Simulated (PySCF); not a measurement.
Species: CH9ClGe2Si.
SMILES with atom numbers: `[CH3:1][Ge@@H:2]([Cl:3])[SiH2:4][GeH3:5]` (hydrogens: H6, H7, H8 on C1; H9 on Ge2; H10, H11 on Si4; H12, H13, H14 on Ge5)

Computed, not measured: PBE0-D3(BJ)/def2-SVP geometry optimisation, gas phase in PySCF.

(1) What internal coordinates does the optimisation give?

Answers

(1) 
```
                     bond  length (Å)
                   C1–Ge2       1.946
                  Ge2–Cl3       2.191
                  Ge2–Si4       2.383
                  Si4–Ge5       2.384
      C1–H6, C1–H7, C1–H8       1.100
                   Ge2–H9       1.542
                  Si4–H10       1.498
                  Si4–H11       1.495
Ge5–H12, Ge5–H13, Ge5–H14       1.539
```

Bonds in one row agree within 0.01 Å and their mean is given. A selection of angles:
```
      angle  degrees
  Ge2–C1–H6    110.0
   H6–C1–H7    109.1
 C1–Ge2–Cl3    106.4
 C1–Ge2–Si4    113.5
  C1–Ge2–H9    111.5
Cl3–Ge2–Si4    102.8
 Cl3–Ge2–H9    105.7
 Si4–Ge2–H9    115.8
Ge2–Si4–Ge5    106.5
Ge2–Si4–H10    109.8
Ge2–Si4–H11    110.1
Ge5–Si4–H10    110.8
Ge5–Si4–H11    111.0
H10–Si4–H11    108.7
Si4–Ge5–H12    110.3
Si4–Ge5–H14    110.7
H12–Ge5–H13    109.1
H13–Ge5–H14    108.4
```

Torsions: C1–Ge2–Si4–Ge5 -70° (synclinal).

Si4 (SiH2 silicon) is tetrahedral (angles from 106.5° to 111.0°). Ge2 (germanium bonded to C, Cl, Si and H) is distorted tetrahedral (angles from 102.8° to 115.8°). Ge5 (germanium bonded to Si and 3 H) is tetrahedral (angles from 108.4° to 110.7°).

Point group: C1 (no symmetry element, even within 0.4 Å). No frequency check. One conformer, not necessarily the lowest.

On Arm Neoverse V2, one thread, shared host with 96 logical CPUs at a one-minute load of 85, this took 5.2 min wall and 0.75 GiB of memory at its peak. This is the geometry optimisation.
